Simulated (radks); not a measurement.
Q: All-electron atom: Cr in [Ar] 3d5 4s1 (the NIST ground configuration). Method: scalar-relativistic Kohn-Sham, LDA (Slater exchange, VWN5 correlation), spin-polarised, spherical densities, finite nucleus; open shells are filled with parallel spins first; Fermi nuclear charge, rms radius 3.6452 fm; hard spherical wall at 6 bohr; computed with a radial shooting solver on a logarithmic mesh with Libxc functionals. Some entries of the table are withheld. Estimate them.

| orbital | occ. | eigenvalue (hartree) | r(max) (bohr) |
|---|---|---|---|
| 1s up | 1 | -215.5029 | 0.04169 |
| 1s down | 1 | -215.5015 | 0.04169 |
| 2s up | 1 | -24.39093 | 0.2441 |
| 2s down | 1 | -24.32748 | 0.2439 |
| 2p up | 3 | -20.51943 | 0.1977 |
| 2p down | 3 | -20.47004 | 0.1976 |
| 3s up | 1 | -2.68976 | 0.7773 |
| 3s down | 1 | -2.53415 | 0.7777 |
| 3p up | 3 | -1.65339 | 0.7975 |
| 3p down | 3 | -1.49985 | 0.7984 |
| 4s up | 1 | -0.12663 | 2.630 |
| 3d up | 5 | -0.10390 | (1) |
| 4s down | 0 | -0.03584 | 2.770 |
| 3d down | 0 | 0.03591 | (2) |
| 4p up | 0 | 0.03712 | 3.134 |
| 4p down | 0 | 0.11499 | 3.317 |
| 4d up | 0 | 0.31081 | 3.924 |
| 4d down | 0 | 0.37992 | 4.054 |
| 5s up | 0 | 0.45019 | 4.493 |
| 5s down | 0 | 0.51941 | 4.556 |

A: 
(1) 3d up r(max) (bohr): 0.8356
(2) 3d down r(max) (bohr): 0.8477
